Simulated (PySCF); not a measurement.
Geometry:
```tsv
atom	x (Å)	y (Å)	z (Å)
N1	-2.725	-0.769	0.224
Si2	-1.351	0.233	0.077
F3	-1.541	1.294	1.268
F4	-1.483	1.265	-1.163
Si5	0.718	-0.736	0.037
Si6	2.496	0.740	-0.164
H7	-3.618	-0.380	0.486
H8	-2.835	-1.603	-0.323
H9	0.717	-1.721	-1.063
H10	0.852	-1.577	1.240
H11	2.545	1.699	0.943
H12	2.432	1.514	-1.407
H13	3.787	0.043	-0.173
```

[PySCF: PBE0/pcSseg-1 with gauge-including orbitals; GFN2-xTB structure; no solvent model; fast rotation and ring inversion assumed for equivalent nuclei; one conformer; non-relativistic Hamiltonian]

Shifts are taken against calculated references (same method and geometry level): 1H (σref 31.72) and 29Si (σref 349.16) vs TMS; NH3 for 15N (σref 267.73); 19F (σref 170.95) vs CFCl3.

```
      atoms  nucleus  count  Hirshfeld charge  δ (ppm)
         N1      15N      1             -0.32     41.4
        Si5     29Si      1              0.16   -138.5
     H9/H10       1H      2             -0.07     3.19
      F3/F4      19F      2             -0.22        ?
H11/H12/H13       1H      3             -0.07        ?
      H7/H8       1H      2              0.13     1.53
        Si2     29Si      1              0.45    -12.1
        Si6     29Si      1              0.23   -116.3
```

Problem. Fill in the missing shifts.

Solution. 
- H11/H12/H13: 3.65 ppm, hydrogen on a silicon bonded to Si
- F3/F4: -128.1 ppm, fluorine bonded to Si

Exchangeable OH/NH protons stand at their gas-phase positions; hydrogen bonding in a real sample shifts them, mostly to higher δ. Unscaled 19F shifts against computed CFCl3 carry errors that often reach 10 to 50 ppm. Experimental scales use liquid or dissolved standards, which lie at an offset from isolated NH3 (liquid NH3: subtract about 20 ppm).
